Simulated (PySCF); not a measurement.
PySCF 2.14 output of an unrestricted PBE calculation on a single atom or ion in x2c-SVPall (6s5p5d1f, 53 functions), with the spin-free X2C one-electron Hamiltonian (Gaussian nucleus):

```
SCF conv_tol = 1e-09
number electrons alpha = 24  beta = 20
    J. P. Perdew, K. Burke, and M. Ernzerhof.,  Phys. Rev. Lett. 77, 3865 (1996)
    J. P. Perdew, K. Burke, and M. Ernzerhof.,  Phys. Rev. Lett. 78, 1396 (1997)
    J. P. Perdew, K. Burke, and M. Ernzerhof.,  Phys. Rev. Lett. 77, 3865 (1996)
    J. P. Perdew, K. Burke, and M. Ernzerhof.,  Phys. Rev. Lett. 78, 1396 (1997)
cycle= 1 E= -4529.50351868285  delta_E= -0.0111  |g|= 0.0831  |ddm|= 0.404
cycle= 2 E= -4529.50042025657  delta_E= 0.0031  |g|= 0.124  |ddm|= 0.206
cycle= 3 E= -4529.50531280655  delta_E= -0.00489  |g|= 0.00798  |ddm|= 0.119
cycle= 4 E= -4529.50533514457  delta_E= -2.23e-05  |g|= 0.00017  |ddm|= 0.00671
cycle= 5 E= -4529.50533516076  delta_E= -1.62e-08  |g|= 8.94e-05  |ddm|= 0.00044
cycle= 6 E= -4529.50533516455  delta_E= -3.79e-09  |g|= 5.31e-06  |ddm|= 0.00015
cycle= 7 E= -4529.50533516456  delta_E= -7.28e-12  |g|= 6.22e-08  |ddm|= 5.88e-06
converged SCF energy = -4529.50533516456  <S^2> = 6.0006927  2S+1 = 5.0002771
```

The run itself started from symmetry-adapted Hartree-Fock orbitals and held the occupation by maximum overlap, on a logarithmic radial grid, so the iterations belong to that start.

Question: Which element, charge and spin multiplicity is this?

Answer: Ru (ruthenium, neutral), multiplicity 5; the state was [Kr] 4d7 5s1, high-spin 5F determinant.
